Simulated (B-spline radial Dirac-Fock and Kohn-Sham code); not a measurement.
X-ray lines that fill the M3 vacancy in Sm²⁺

System: samarium as Sm²⁺, [Xe] 4f6, inside a Watson sphere of charge -2 and radius 3 Å (a model of the Madelung potential; inside it an electron's potential energy is raised by 9.6 eV).

The run's input, task.json:

```json
{"items": [{
  "Z": 62,
  "q": 2,
  "cfg": [[1, 0, 2], [2, 0, 2], [2, 1, 6], [3, 0, 2], [3, 1, 6], [3, 2, 10], [4, 0, 2], [4, 1, 6], [4, 2, 10], [4, 3, 6], [5, 0, 2], [5, 1, 6]],
  "A": 152,
  "rrms": 5.0819,
  "watson": [-2, 3.0],
  "do": ["binding", "quiet", "decay"],
  "holes": ["K", "L1", "L2", "L3", "M1", "M2", "M3", "M4", "M5", "N1", "N2", "N3", "N4", "N5"]
}]}
```

Command: `python xray_run.py task.json out`

Calculated with a radial finite-basis atomic code, using independent-particle radiative and Coulomb Auger rates from relativistic LDA hole-state orbitals, with Dirac-Fock energies.

| line | multipole | energy (eV) | width (meV) | share (%) |
| --- | --- | --- | --- | --- |
| M3-M4 | E1 | 315.5 | 0.0747 | 0.673 |
| M3-M5 | E1 | 341.4 | 0.874 | 7.88 |
| M3-N1 | E1 | 1065.2 | 1.82 | 16.4 |
| M3-N2 | E2 | 1137.2 | 0.00276 | 0.0248 |
| M3-N3 | E2 | 1163.9 | 0.00242 | 0.0218 |
| M3-N4 | E1 | 1283.6 | 0.873 | 7.87 |
| Mγ (M3-N5) | E1 | 1288.3 | 7.11 | 64.1 |
| M3-O1 | E1 | 1374.9 | 0.326 | 2.93 |
| M3-N7 | E2 | 1420.6 | 0.0123 | 0.110 |

The listed lines hold 100.0 % of the radiative rate. The radiative width is 0.0111 eV in the length form and 0.0108 eV in the velocity form; the two differ because the transition energies are not eigenvalue differences of the potential that gave the orbitals.
